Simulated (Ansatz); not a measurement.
The cluster Al₂Ru⁻, relaxed as a doublet with UKS B3LYP-D4/def2-TZVPD in Ansatz, starting from the GFN2-xTB geometry. Force threshold 0.02 eV/Å.

In the def2 sets Ru takes a core potential; there is no spin–orbit coupling. The charge -1 doublet is spin-contaminated (final ⟨S²⟩ up to 0.84, 0.75 for a pure state). The relaxation made no stability test and no search for a lower SCF solution. The structure comes from a short search, and lower isomers may exist.

Start:

```xyz
3

Ru   -0.065   -0.795   -0.703
Al   -1.588    0.137    0.796
Al    1.653    0.658   -0.093
```

| step | energy (eV) | largest force component (eV/Å) | SCF passes |
| --- | --- | --- | --- |
| 1 | -15779.0593 | 0.601 | 48 |
| 2 | -15779.2017 | 0.131 | 36 |
| 3 | -15779.2079 | 0.107 | 32 |
| 4 | -15779.2174 | 0.096 | 31 |
| 5 | -15779.2238 | 0.043 | 31 |
| 6 | -15779.2244 | 0.032 | 31 |
| 7 | -15779.2249 | 0.002 | 30 |

Force components are those of the run's own axes.

End:

```
atom   x (Å)   y (Å)   z (Å)
 Ru1  -0.074  -0.900  -0.796
 Al2  -1.296   0.236   0.764
 Al3   1.370   0.664   0.032
```

Bonds formed: Al2–Al3 (atoms count from 1).

No frequencies were taken in this run, so the end may be a saddle point.

Run time 14 s (4 threads of Arm Neoverse V1 on a shared host).
